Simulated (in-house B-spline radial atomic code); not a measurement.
A calculation on Ni (an excited or competing configuration): its settings, and results tabulated from the run. All numbers are computed (non-relativistic HSE06, spin-polarised, spherical fractional occupations, exact exchange averaged over the configuration; point nucleus) with a radial B-spline atomic code at the basis-set limit, not measured.

Command:
```bash
python run_scf.py task.json out
```
Settings:
```
Z                28
configuration    [Ar] 3d8 4s1 4f1
hamiltonian      nr
method           hse06
spin_polarised   True
exact_exchange   averaged over the configuration
```

Output (hartree, bohr):
```
 radial grid: 70 intervals, B-splines of order 8, outer radius 85 bohr

 iter        energy (Eh)    residual
    1       -1506.157294    3.74e-01
    2       -1505.571813    2.76e-01
    3       -1507.691039    5.37e-02
    4       -1507.761503    1.57e-02
    5       -1507.738598    3.14e-02
    6       -1507.772688    2.04e-03
    7       -1507.772823    1.20e-04
    8       -1507.772825    8.74e-06
    9       -1507.772825    4.30e-06
   10       -1507.772825    1.29e-06
   11       -1507.772825    4.47e-07
   12       -1507.772825    2.76e-07

 total energy                     -1507.77283
 kinetic                            1506.6750
 electron-nucleus                  -3592.1089
 Hartree                             640.1402
 exact exchange                      -14.7874
 exchange-correlation                -47.6917

 orbital      occ     eigenvalue          <r>       <r^2>       <1/r>     <1/r^2>     <1/r^3>       r_max
 1s up      1.000      -300.5232    0.0548229  0.00402868     27.5155     1523.33           -     0.03614
 1s down    1.000      -300.5211    0.0548229  0.00402866     27.5154     1523.32           -     0.03614
 2s up      1.000       -36.2903     0.248003    0.072513     5.95724     145.245           -      0.2074
 2s down    1.000       -36.2403     0.247807   0.0723866     5.96193     145.456           -      0.2073
 2p up      3.000       -31.6653     0.216642   0.0575373     5.90716     47.7655     596.884      0.1662
 2p down    3.000       -31.6244     0.216397   0.0573882     5.91211     47.8332     597.949      0.1661
 3s up      1.000        -4.5120     0.748872    0.647413      1.8852     21.8128           -      0.6473
 3s down    1.000        -4.3984     0.750534    0.650371     1.87933     21.6486           -      0.6479
 3p up      3.000        -3.0823     0.782741    0.723016      1.7551     6.76746     74.9243      0.6511
 3p down    3.000        -2.9617     0.784648    0.726484     1.74921      6.7158     74.2285      0.6519
 3d up      5.000        -0.7194     0.972058     1.24408     1.38435     2.63336     7.09558      0.6309
 3d down    3.000        -0.6304     0.985443     1.28453     1.37183     2.59632     6.98113       0.634
 4s up      1.000        -0.4499      2.56414      7.5269    0.502022     1.71554           -       2.158
 4f up      1.000        -0.0176      16.7749      304.13   0.0649615  0.00466587 0.000380747          16
```

Cost of the run: 2.8 s on 1 thread of Arm Neoverse N1, with other jobs on the host.
